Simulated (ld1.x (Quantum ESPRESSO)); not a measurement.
# An all-electron radial function and its pseudo partner (magnesium (Mg))

Columns: radius, all-electron u(r) and pseudo u(r) of the 3p shell (level -1.34 eV) of magnesium in the configuration [Ne] 3s2 3p0; PBE, non-relativistic, PAW scheme, ld1.x (Quantum ESPRESSO) 7.5.

| r (bohr) | all-electron | pseudo |
| --- | --- | --- |
| 0.152 | 0.0812 | -0.0034 |
| 0.305 | 0.1492 | -0.0137 |
| 0.458 | 0.1573 | -0.0303 |
| 0.610 | 0.1261 | -0.0524 |
| 0.762 | 0.0755 | -0.0793 |
| 0.915 | 0.0167 | -0.1099 |
| 1.068 | -0.0435 | -0.1432 |
| 1.220 | -0.1014 | -0.1777 |
| 1.372 | -0.1555 | -0.2126 |
| 1.525 | -0.2056 | -0.2472 |
| 1.678 | -0.2509 | -0.2806 |
| 1.830 | -0.2915 | -0.3120 |
| 1.982 | -0.3278 | -0.3412 |
| 2.135 | -0.3603 | -0.3681 |
| 2.288 | -0.3884 | -0.3924 |
| 2.440 | -0.4121 | -0.4137 |
| 2.592 | -0.4318 | -0.4322 |
| 2.745 | -0.4477 | -0.4478 |
| 2.898 | -0.4600 | -0.4600 |
| 3.050 | -0.4689 | -0.4689 |
| 3.202 | -0.4747 | -0.4747 |
| 3.355 | -0.4778 | -0.4778 |
| 3.508 | -0.4784 | -0.4784 |
| 3.660 | -0.4769 | -0.4769 |
| 3.812 | -0.4734 | -0.4734 |
| 3.965 | -0.4684 | -0.4684 |

(1) How many radial nodes do the two functions have?

(2) At about which radius was the pseudo-wave matched?

(3) Is the pseudo-wave norm-conserving?

Answers

(1) The all-electron 3p function has n − l − 1 = 1; the pseudo-wave has 0, since the states of the same l below it are removed with the core.

(2) 2.80 bohr. The columns agree to 0.0005 from 2.59 bohr on; several derivatives are matched, so the curves merge somewhat inside the radius.

(3) No, it belongs to a PAW set: the norm inside the radius is not constrained, and the difference is carried by the augmentation charge.
